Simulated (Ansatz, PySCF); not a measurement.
Species: C4H5FO, net charge 0, singlet state. 
Coordinates optimised at B3LYP-D3(BJ)/def2-TZVP (Ansatz, an electronic-structure program):
```xyz
11

O      2.5434    -0.2030    -0.2213
C      1.4853    -0.1967     0.3541
C      0.2225     0.3055    -0.2172
C     -0.8007     0.9796     0.7047
C     -1.0712    -0.3643     0.1724
F     -2.0108    -0.4961    -0.8138
H      1.4029    -0.5851     1.3942
H      0.2799     0.6748    -1.2322
H     -1.3424     1.8086     0.2725
H     -0.5553     1.0774     1.7542
H     -1.0504    -1.2307     0.8214
```

Total electronic energies in hartree. Cores are frozen in the correlated levels unless marked. Spin-orbit coupling is left out. Non-relativistic. Basis-set limits of correlation are two-point, X^-3; Hartree-Fock from the larger set. The bracket is a focal-point correction in the basis named.

| level | program | energy (Eh) |
|---|---|---|
| HF/STO-3G | Ansatz | -324.33790 |
| HF/def2-TZVPD | PySCF | -328.76638 |
| HF/aug-cc-pVQZ | Ansatz | -328.77795 |
| HF/cc-pVQZ | Ansatz | -328.77667 |
| RI-HF/cc-pVQZ | Ansatz | -328.77652 |
| BLYP-D3(BJ)/def2-TZVPD | Ansatz + dftd3 | -330.51444 |
| revPBE/def2-TZVPD | Ansatz | -330.48846 |
| r2SCAN-D4/def2-TZVPD | Ansatz + dftd4 | -330.41687 |
| PBE0/STO-3G | Ansatz | -325.73143 |
| PBE0/6-31G* | Ansatz | -330.08534 |
| PBE0/def2-SVP | Ansatz | -329.84481 |
| HSE06-D3(BJ)/def2-TZVPD | Ansatz + dftd3 | -330.21292 |
| wB97X-V/def2-TZVPD | Ansatz | -330.48496 |
| B2PLYP-D4/def2-TZVPD | Ansatz + dftd4 | -330.34611 |
| PBE-QIDH/def2-TZVPD | Ansatz | -330.17113 |
| MP2/6-31G* | Ansatz | -329.48324 |
| MP2/cc-pwCVTZ | Ansatz | -329.90267 |
| SCS-MP2/STO-3G | Ansatz | -324.63395 |
| CCSD/6-31G | Ansatz | -329.12252 |
| CCSD/aug-cc-pVDZ | Ansatz | -329.65857 |
| CCSD(T)/6-31G | Ansatz | -329.13940 |
| RI-MP2/CBS(cc-pVTZ,cc-pVQZ)+[CCSD(T)-MP2]/cc-pVDZ | Ansatz | -330.1150 |
| RI-MP2/CBS(cc-pVTZ,cc-pVQZ)+[CCSD(T)-MP2]/cc-pVTZ | Ansatz | -330.1190 |

Totals of different functionals don't rank their quality; only differences between species are comparable.
